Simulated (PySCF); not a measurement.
A structure optimised at ωB97X-D3(BJ)/def2-SVP, used in a PySCF frequency run:

```xyz
13

C      0.0428     2.6062     0.0000
C      0.7166     1.4488     0.0000
B     -0.0169     0.0618     0.0000
F     -1.3699     0.0379     0.0000
N      0.6719    -1.1605     0.0000
C      0.0755    -2.4821     0.0000
H     -1.0535     2.6174     0.0000
H      0.5440     3.5812     0.0000
H      1.8147     1.4885     0.0000
H      1.6847    -1.1434     0.0000
H      0.3648    -3.0627    -0.8931
H      0.3648    -3.0627     0.8931
H     -1.0183    -2.3826     0.0000
```
Charge 0, spin multiplicity 1.

Question: Write its SMILES, formula and point group.

Answer: C=CB(F)NC, C3H7BFN, Cs

Question: What are its rotational constants (standard atomic weights)?

Answer: 8.6288, 2.0272, 1.6589 GHz
